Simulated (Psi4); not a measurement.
C3H9ISiZn (SMILES C[Si](C)(C)[Zn][I]), singlet, geometry from GFN2-xTB (such geometries of metal compounds can be far from the true shape) (core potentials on I).

Psi4 was given this input:
```
memory 2 GB

molecule mol {
0 1
  Zn   -0.040875   -0.123634   -0.063824
  I     1.095762    1.933958    0.936738
  Si   -1.161275   -2.028851   -0.981114
  C    -3.042669   -1.920043   -0.665993
  C    -0.518484   -3.643729   -0.188176
  C    -0.880335   -2.140967   -2.867450
  H    -3.552285   -2.784579   -1.082071
  H    -3.272301   -1.886759    0.395598
  H    -3.477374   -1.035093   -1.122838
  H    -0.678386   -3.656699    0.886543
  H     0.544961   -3.782708   -0.362755
  H    -1.031947   -4.506126   -0.603987
  H     0.173586   -2.240392   -3.112550
  H    -1.255136   -1.261460   -3.383928
  H    -1.393503   -3.004586   -3.281081
}

set basis def2-svpd
set reference rks

energy('pbe0')
print_variables()
```

Problem. Estimate the dipole moment that PBE0/def2-SVPD (Psi4) returns for this input.

Solution. 3.74 D

Problem. Predict the nuclear repulsion energy from PBE0/def2-SVPD.

Solution. 625.5806 Eh

Problem. Predict the number of basis functions from PBE0/def2-SVPD.

Solution. 225

Problem. Predict the total energy from PBE0/def2-SVPD.

Solution. -2485.5039 Eh
